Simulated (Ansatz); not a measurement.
Two isomers of C2H6OSi: A = `OC1C[SiH2]1`, B = `C=C(O)[SiH3]`.

Isolated molecules relaxed with PBE0-D4/def2-TZVP in Ansatz; ΔE leaves out vibrations. CBS: MP2 limit from def2 TZ/QZ plus the TZ coupled-cluster correction, frozen cores. DFT in def2-TZVPP. One conformer a species, not always the lowest.

Task: Which isomer does CCSD(T)/CBS put lower? Give the gap. (Best estimate.)

Result: Computed: B, by 15.0 kcal/mol.

Task: Give E(B) − E(A) in kcal/mol with CCSD/def2-TZVPP, BLYP-D4, PBE0-D4, HF/def2-TZVPP, r2SCAN-D4, CCSD(T)/def2-TZVPP, ωB97M-V. (Estimate.)

Result: Ansatz gave: CCSD/def2-TZVPP -15.3, BLYP-D4 -18.4, PBE0-D4 -12.0, HF/def2-TZVPP -21.0, r2SCAN-D4 -13.8, CCSD(T)/def2-TZVPP -15.3, ωB97M-V -13.8. None reverses the order clearly.

Task: Does the order hold for the free energy at 298.15 K (harmonic terms from PBE0-D4)? (Best estimate.)

Result: The calculation gave: Yes: G(B) − G(A) = -17.9 kcal/mol, for one conformer each. Modes under 60 cm⁻¹, often nearly free rotors, make the harmonic entropy too high.

Largest T1 diagnostic: 0.013.

In def2-TZVPP, CCSD(T) changes the Hartree–Fock value by +5.7 kcal/mol (the triples alone add +0.0 kcal/mol) and MP2 by +7.5 kcal/mol. Leaving LDA and LC-ωPBE aside and taking each functional with its dispersion term where it has one, the values, not all of them listed here, spread over 6.5 kcal/mol, from BLYP-D4 to PBE-QIDH. LDA lies +3.5 kcal/mol from PBE without D4.
